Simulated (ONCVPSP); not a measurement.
Before and after: ONCV potential for Sr

- Element: Sr
- Generator: ONCVPSP 4.0.1
- Type: optimised norm-conserving Vanderbilt (ONCV)
- Functional: PBE
- Relativity: scalar-relativistic
- Frozen core: [Ar] 3d10
- Valence charge: 10
- Reference configuration: 4s2 4p6 5s2
- Partial waves: 4s+5s: rc 2.50 bohr, ncon 3, nbas 6, qcut 5.8 1/bohr, 2 projectors; 4p: rc 2.05 bohr, ncon 3, nbas 7, qcut 6 1/bohr, 3 projectors, debl 1.4 Ha; d scattering state at 0.1 Ha: rc 2.70 bohr, ncon 4, nbas 8, qcut 4.1 1/bohr, 3 projectors, debl 2.7 Ha
- Local potential: polynomial inside 1.80 bohr (lpopt 1, dvloc0 6 Ha)
- Core correction: none

In the d channel the program set the typed energies aside and used 0.050, 2.750, 5.450 Ha.

Change: s: rc 2.04.

Cutoffs: the cutoffs (Ha) at which the residual kinetic energy of the hardest occupied pseudo-wave falls to 1 and 0.1 mHa per electron; they do not see the model core or the augmentation charge, which bear on the density cutoff. Errors are all-electron minus pseudo energies relative to the spin-unpolarised reference configuration.

Question: How do hardness, ghosts and transferability respond?

Answer: The potential gets harder (8.2 Ha and 11 Ha → 11 Ha and 14 Ha); of the 4 tests that both files solve, the error grows in 0 and shrinks in 2 by more than 15 % and 0.3 meV (median size 0.6 → 0.3 meV); neither file shows a bound ghost. A smaller radius makes the pseudo-wave follow the all-electron one further in, where it bends more sharply, so more plane waves are needed.

```csv
quantity,base,changed
"cutoff, loose",8.2 Ha,11 Ha
"cutoff, tight",11 Ha,14 Ha
loose cutoff by channel,"s 8.2 Ha, p 7.4 Ha","s 11 Ha, p 7.4 Ha"
bound ghosts,none,none
GHOST(+) flags under 300 eV,none,none
"error for 4s2 4p6 5s1, meV [ΔE 5.89 eV]",-0.6,-0.4
"error for 4s2 4p6 5s0, meV [ΔE 16.89 eV]",-2.5,-1.5
"error for 4s2 4p6 5s1.5, meV [ΔE 2.34 eV]",-0.2,-0.2
"error for 4s2 4p6 4d1 5s1, meV [ΔE 2.32 eV]",-0.7,+0.2
p: phases at 2.08 bohr within 0.05 rad from the reference energy up to (Ha; the scan ends near 5),to the end of the scan,to the end of the scan
d: phases at 2.74 bohr within 0.05 rad from the reference energy up to (Ha; the scan ends near 5),to the end of the scan,to the end of the scan
```

Base: The cutoffs count occupied waves only; projector 2 of the d channel, the hardest unoccupied one, needs 28 Ha at the loose tolerance.
